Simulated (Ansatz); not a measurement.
Ansatz results at the PBE0-D4/def2-TZVP geometry: HOMO energy (B3LYP/def2-TZVPP) -6.83 eV; size of the dipole moment (PBE/def2-TZVPP) 2.13 D; size of the dipole moment (ωB97M-V/def2-TZVPP) 2.06 D.

Each molecule was computed in one conformer, which needn't be the lowest.

Task: Which molecule gave them?
A. `[CH3][Al]([OH])[O][SiH3]`
B. `N#[C][Al]([F])[F]`
C. `C[NH][AlH][F]`
D. `[SiH3][O][Al]([O][SiH3])[O][SiH3]`

Result: C. The others give `[CH3][Al]([OH])[O][SiH3]`: -8.18, 0.08, 0.10; `[SiH3][O][Al]([O][SiH3])[O][SiH3]`: -8.40, 0.01, 0.01; `N#[C][Al]([F])[F]`: -10.24, 1.73, 1.81.

B3LYP here is the variant with VWN-RPA as its local correlation; programs differ in this.
